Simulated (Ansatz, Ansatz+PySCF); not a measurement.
```yaml
atoms:
  - { symbol: C, position_ang: [0.0000, 0.0000, -0.4810] }
  - { symbol: O, position_ang: [0.0000, 0.0000, 0.6194] }
  - { symbol: H, position_ang: [0.0000, -0.8689, -1.0347] }
  - { symbol: H, position_ang: [0.0000, 0.8689, -1.0347] }
```

Basis set: def2-SVP (spherical functions). Left uncorrelated: 2 orbitals. Charge 0, multiplicity 1.

Computed with Ansatz (development build ahead of 0.2.0); each method stands on the lowest determinant of its kind that the runs found. Restricted open shells among the atoms or ions are ROHF, correlated in semicanonical orbitals with singles.

Give the atomization energy at this shape (free ground-state atoms in the same class of orbitals less the molecule, no zero-point energy) of singlet CH2O by RHF-CCSD(T), RHF-MP2, RHF, UHF.

```csv
method,atomization energy
RHF-CCSD(T),14.48 eV
RHF-MP2,14.79 eV
RHF,10.92 eV
UHF,10.68 eV
```

Caution: the shape is not the minimum.
